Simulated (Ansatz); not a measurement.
Relaxation of C$_{3}$H$_{3}$Si (7 atoms, charge 0, multiplicity 2), to a largest force component of 0.015 eV/Å in at most 40 steps.

Theory: UKS PBE/6-31G (Ansatz 0.2.0).

```xyz
7
Properties=species:S:1:pos:R:3:forces:R:3
C -0.289 0.830 -0.055 0.18 0.00 0.14
C 0.304 -0.469 0.236 0.56 2.03 -0.49
C 0.414 -1.708 0.496 -0.54 -2.87 0.60
Si 2.291 -1.363 0.479 0.16 0.38 -0.08
H 0.387 1.633 0.246 0.11 0.34 0.01
H -0.494 0.932 -1.123 -0.07 0.06 -0.37
H -1.230 0.949 0.489 -0.40 0.06 0.18
```

Where does it end, and by what steps?

The run converged. Limits of this set-up: no polarisation functions. After 6 steps the energy has fallen by 0.205 eV; C2 moved furthest, 0.10 Å.

```tsv
step	energy less start (eV)	largest force component (eV/Å)	accepted
0	0.0000	2.866	yes
1	-0.0980	1.104	yes
2	-0.1529	0.782	yes
3	-0.1848	0.482	yes
4	-0.1914	0.418	yes
5	-0.2047	0.033	yes
6	-0.2048	0.013	yes
```

```xyz
7
Properties=species:S:1:pos:R:3
C -0.258 0.831 -0.043
C 0.407 -0.459 0.246
C 0.336 -1.761 0.530
Si 2.222 -1.311 0.430
H 0.363 1.693 0.249
H -0.460 0.916 -1.127
H -1.227 0.895 0.485
```

Run time: 17 s on 1 thread of Arm Neoverse V2 (shared host), peak memory 0.12 GiB.
